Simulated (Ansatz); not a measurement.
Geometry optimisation, RKS PBE/STO-3G (Ansatz 0.2.0).

Input file:

```yaml
crystal:
  periodic: [false, false, false]
  atoms:
    - { symbol: Si, position_ang: [0.0, 0.0, 0.0] }
    - { symbol: O, position_ang: [0.0, 0.0, 1.68] }
    - { symbol: H, position_ang: [-0.9095, -0.2814, 2.0171] }
    - { symbol: "N", position_ang: [1.7163, 0.0, -0.6061] }
    - { symbol: H, position_ang: [2.2145, -0.918, -0.7868] }
    - { symbol: H, position_ang: [2.2175, 0.918, -0.7783] }
    - { symbol: "N", position_ang: [-0.8572, 1.4851, -0.6061] }
    - { symbol: H, position_ang: [-1.8773, 1.43, -0.8888] }
    - { symbol: H, position_ang: [-0.3367, 2.4058, -0.6766] }
    - { symbol: "N", position_ang: [-0.8572, -1.4851, -0.6061] }
    - { symbol: H, position_ang: [-1.3922, -2.1014, 0.0704] }
    - { symbol: H, position_ang: [-0.8219, -1.7344, -1.6357] }
basis:
  gaussian: { orbitals: STO-3G }
hamiltonian:
  xc: pbe
relax:
  f_tol: 0.02
  max_steps: 40
```

Launched with:

```bash
$ ansatz run input.yaml --threads 1 --pin off --max-ram 2048MiB --backend cpu --events-out ev --progress --plain --runs-dir out
```

Where does it end, and by what steps?

The forces met the threshold. Limits of this set-up: minimal basis. After 24 steps the energy has fallen by 1.130 eV; H3 moved furthest, 1.00 Å.

```
step  energy less start (eV)  largest force component (eV/Å)  accepted
   0                  0.0000                           3.155       yes
   1                 -0.5606                           1.783       yes
   2                 -0.6951                           0.959       yes
   3                 -0.8138                           0.605       yes
   4                 -0.8060                           2.175        no
   5                 -0.9256                           0.395       yes
   6                 -1.0081                           0.810       yes
   7                 -1.0392                           0.383       yes
   8                 -1.0492                           0.179       yes
   9                 -1.0503                           0.233       yes
  10                 -1.0555                           0.151       yes
  11                 -1.0584                           0.307       yes
  12                 -1.0626                           0.420       yes
  13                 -1.0658                           0.512       yes
  14                 -1.0855                           0.532       yes
  15                 -1.0796                           0.509        no
  16                 -1.1049                           0.063       yes
  17                 -1.1125                           0.172       yes
  18                 -1.1126                           0.597       yes
  19                 -1.1254                           0.126       yes
  20                 -1.1266                           0.285       yes
  21                 -1.1293                           0.062       yes
  22                 -1.1297                           0.059       yes
  23                 -1.1299                           0.022       yes
  24                 -1.1299                           0.014       yes
```

```xyz
12
Properties=species:S:1:pos:R:3
Si -0.140 -0.076 -0.084
O -0.318 -0.461 1.586
H -0.253 0.468 2.032
N 1.493 0.016 -0.827
H 2.080 -0.794 -0.465
H 1.997 0.857 -0.416
N -0.763 1.592 -0.279
H -1.822 1.544 -0.347
H -0.490 1.929 -1.248
N -1.032 -1.373 -0.917
H -1.253 -2.144 -0.226
H -0.400 -1.838 -1.627
```

Whether the end is a true minimum wasn't checked by a vibrational analysis.

Run time: 66 s on 1 thread of Arm Neoverse V1, on a shared host, peak memory 0.12 GiB.
